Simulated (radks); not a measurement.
Q: All-electron atom: Os2+ in [Xe] 4f14 5d6. Calculated with a radial shooting solver on a logarithmic mesh with Libxc functionals: scalar-relativistic Kohn-Sham, PBEsol, spin-polarised, spherical densities, point nucleus; open shells are filled with parallel spins first (spin-orbit coupling, left out, can overturn this in heavy ions). Some entries of the table are withheld. Estimate them.

| orbital | occ. | eigenvalue (eV) | <1/r> (bohr^-1) | <r^2> (bohr^2) |
|---|---|---|---|---|
| 1s down | 1 | -73871.14 | 90.48 | 0.0004334 |
| 1s up | 1 | -73871.13 | 90.48 | 0.0004334 |
| 2s up | 1 | -12879.63 | 21.18 | 0.006643 |
| 2s down | 1 | -12879.41 | 21.18 | 0.006643 |
| 2p up | 3 | -11217.33 | 19.05 | 0.005534 |
| 2p down | 3 | -11217.14 | 19.05 | 0.005533 |
| 3s up | 1 | -3010.064 | 7.846 | 0.04301 |
| 3s down | 1 | -3009.979 | 7.846 | 0.04301 |
| 3p up | 3 | -2522.095 | 7.210 | 0.04391 |
| 3p down | 3 | -2522.001 | 7.210 | 0.04390 |
| 3d up | 5 | -1977.089 | 6.803 | 0.03638 |
| 3d down | 5 | -1976.930 | 6.803 | 0.03638 |
| 4s up | 1 | -648.3510 | 3.347 | 0.2106 |
| 4s down | 1 | -648.1385 | 3.346 | 0.2106 |
| 4p up | 3 | -488.3031 | 3.033 | 0.2402 |
| 4p down | 3 | -488.1010 | 3.032 | 0.2401 |
| 4d up | 5 | -289.7403 | 2.706 | 0.2770 |
| 4d down | 5 | -289.5009 | 2.707 | 0.2768 |
| 5s up | 1 | -109.4046 | 1.332 | 1.143 |
| 5s down | 1 | -107.6158 | 1.341 | 1.129 |
| 4f up | 7 | (1) | (2) | 0.3848 |
| 5p up | 3 | -68.9362 | 1.124 | 1.555 |
| 4f down | 7 | (3) | (4) | 0.3797 |
| 5p down | 3 | -66.6303 | 1.134 | 1.533 |
| 5d up | 5 | -24.0407 | 0.7679 | 3.321 |
| 5d down | 1 | -21.2464 | 0.7650 | 3.436 |

A: 
(1) 4f up eigenvalue (eV): -69.1464
(2) 4f up <1/r> (bohr^-1): 2.237
(3) 4f down eigenvalue (eV): -68.7316
(4) 4f down <1/r> (bohr^-1): 2.244
